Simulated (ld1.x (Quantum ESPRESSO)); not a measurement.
# potassium: ultrasoft pseudisation with PBE, fully relativistic reference atom.

| Quantity | Value |
| --- | --- |
| Element | potassium |
| Generator | ld1.x (Quantum ESPRESSO) 7.5 |
| Type | ultrasoft |
| Functional | PBE |
| Relativity | fully relativistic |
| Frozen core | [Ne] |
| Valence charge | 9 |
| Reference configuration | 3s2 3p6 3d0 4s0 4p0 (charge +1) |
| Partial waves | 3s (bound): rcut 1.75, rcutus 2.25 bohr; 4s (bound, empty): rcut 1.75, rcutus 2.25 bohr; 3p (bound): rcut 1.95, rcutus 2.45 bohr; 4p (bound, empty): rcut 1.95, rcutus 2.45 bohr; 3d (bound, empty): rcut 2.70, rcutus 3.60 bohr; 3d channel at 0.45 Ry: rcut 2.70, rcutus 3.60 bohr; 4f channel at 0.05 Ry: rcut 2.40, rcutus 2.70 bohr |
| Local potential | all-electron potential smoothed inside 2.25 bohr (lloc = -1) |
| Core correction | none |
| Augmentation charge | built from norm-conserving waves at rcut, not smoothed further |

Open shells are filled in proportion to 2j + 1 (rel_dist='average').

All-electron outer shells of the reference configuration (PBE, scalar-relativistic, ld1.x):

| shell | level (eV) | outermost node (bohr) | outermost maximum (bohr) |
| --- | --- | --- | --- |
| 2p | -286.28 | – | 0.26 |
| 3s | -41.45 | 0.48 | 1.08 |
| 3p | -24.88 | 0.45 | 1.15 |
| 4s | -6.22 | 1.56 | 3.51 |
| 3d | -3.81 | – | 1.76 |
| 4p | -3.75 | 1.81 | 4.34 |

Is the overlap operator S = 1 + Σ q|β⟩⟨β| positive definite (Bessel basis up to 400 Ry)?

Barely: its lowest eigenvalue is 0.010 (s channel).

Test run stopped at test 1 of 7 (negative rho).

A Bessel basis up to 400 Ry misses an occupied level by 1.98 Ry, so cutoffs and ghosts were not judged.
